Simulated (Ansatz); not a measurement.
The molecule GaW, multiplicity 6 (lowest of 2S+1 = 2, 4, 6, 8 at PBE0/def2-TZVPP; our sources give no spin for the ground state, which may be another). No spin–orbit coupling. Ga is treated without relativity.

Constants: fifth-degree fit in 1/R to seven points, most abundant isotopes. Runs in def2 and cc sets follow the lowest solution found near the PBE0 minimum.

Codes used: Ansatz (a program for electronic structure) with Gaussian orbitals.  In def2 rows elements past Kr take small-core potentials, without spin–orbit coupling.

Question: What bond length and harmonic frequency does B3LYP/def2-TZVPP give?

Answer: r_e = 2.657 Å, ω_e = 181 cm⁻¹.

Question: What bond length and harmonic frequency does PBE0/def2-TZVPP give?

Answer: r_e = 2.639 Å, ω_e = 183 cm⁻¹.

Question: What bond length and harmonic frequency does wB97M-V/def2-TZVPP give?

Answer: r_e = 2.630 Å, ω_e = 187 cm⁻¹.
